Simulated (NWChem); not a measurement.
# BBrCl₂; SMILES ClB(Cl)Br

```xyz
4

B      0.0000     0.0000     0.5016
Cl     0.0000     1.5164     1.3796
Cl     0.0000    -1.5164     1.3796
Br     0.0000     0.0000    -1.4119
```
Atoms are numbered in this order, from 1.

All runs: NWChem. Geometry: optimised at PBE-D3(BJ)/def2-SVP. Ions are spin-unrestricted doublets at the neutral geometry; other ion states weren't tried.

**Question.** Order these by “−ε(HOMO) (eV)”, lowest first: r2SCAN/aug-cc-pVDZ; B3LYP/aug-cc-pVDZ; PBE/aug-cc-pVDZ; M06-2X/aug-cc-pVDZ.

**Answer.** PBE/aug-cc-pVDZ (7.39), r2SCAN/aug-cc-pVDZ (7.73), B3LYP/aug-cc-pVDZ (8.45), M06-2X/aug-cc-pVDZ (9.96)
